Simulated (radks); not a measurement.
Question: Radial electron density D(r) = 4 pi r^2 rho(r) of an atom or ion with 12 electrons. Calculated with a radial shooting solver on a logarithmic mesh with Libxc functionals: scalar-relativistic Kohn-Sham, BLYP, spin-polarised, spherical densities, point nucleus.

```
   r/bohr * D(r) (the largest magnitude, 19.7, reaches the edge; | marks zero)
 0.002958 |*
 0.003309 |*
 0.003731 |*
 0.004173 | *
 0.004705 | *
 0.005263 |  *
 0.005934 |  *
 0.006637 |   *
 0.007423 |    *
  0.00837 |     *
 0.009362 |      *
  0.01056 |        *
  0.01181 |          *
  0.01331 |            *
  0.01489 |               *
  0.01665 |                 *
  0.01878 |                     *
    0.021 |                        *
  0.02368 |                            *
  0.02649 |                                *
  0.02986 |                                    *
   0.0334 |                                        *
  0.03736 |                                            *
  0.04212 |                                                *
  0.04712 |                                                   *
  0.05312 |                                                     *
  0.05942 |                                                      *
    0.067 |                                                      *
  0.07494 |                                                    *
  0.08382 |                                                  *
   0.0945 |                                              *
   0.1057 |                                           *
   0.1192 |                                       *
   0.1333 |                                     *
   0.1503 |                                   *
   0.1681 |                                    *
    0.188 |                                      *
    0.212 |                                          *
   0.2371 |                                              *
   0.2674 |                                                  *
   0.2991 |                                                    *
   0.3372 |                                                    *
   0.3771 |                                                 *
   0.4218 |                                            *
   0.4756 |                                    *
    0.532 |                            *
   0.5998 |                    *
   0.6709 |              *
   0.7564 |          *
   0.8461 |       *
   0.9464 |      *
    1.067 |     *
    1.193 |     *
    1.346 |    *
    1.505 |   *
    1.697 |  *
    1.898 | *
    2.123 |*
    2.394 *
    2.677 *
    3.019 *
    3.377 *
    3.807 *
    4.258 *
```

What is the nuclear charge?

Answer: Z = 17. The innermost maximum, from 1s, lies near gamma/Z bohr with gamma = sqrt(1 - (Z/c)^2) = 0.992, here 0.0584 bohr (found: 0.0614), and its height grows with Z. The density is that of the chlorine ion Cl5+ in [Ne] 3s2; the configuration itself is not fixed sharply by these data, and Z only to about a unit. D(r) has 2 maxima, at r = 0.0614, 0.316 bohr, and minima at 0.153 bohr, inside which lie 2.18 electrons.
